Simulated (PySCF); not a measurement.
CH₄BrGaO, SMILES C[O][GaH][Br]. The structure is a stationary point at PBE-D3(BJ)/def2-SVP. One conformer was computed; it need not be the lowest.

These are PBE-D3(BJ)/def2-SVP in PySCF values and carry that method's errors.

Harmonic wavenumbers (cm⁻¹): 91, 99, 139, 263, 296, 420, 559, 600, 1095, 1134, 1155, 1416, 1418, 1421, 1995, 2919, 3003, 3008. Rotational constants (GHz): 4.794, 1.557, 1.184; symmetry number 1.

Question: Work out the zero-point energy and the ideal-gas rigid-rotor harmonic-oscillator thermochemistry at 298.15 K and 1 atm.

Answer: ZPE = ½ Σ hcν = ½ × 21031 cm⁻¹ = 125.79 kJ/mol. H − E(el) = 145.60 kJ/mol. Entropy in J/(mol K): translation 173.63, rotation 117.10, vibration 63.17, total 353.90. G − E(el) = 40.09 kJ/mol. Cp = 91.43 J/(mol K). Modes under 150 cm⁻¹ make the vibrational entropy uncertain.
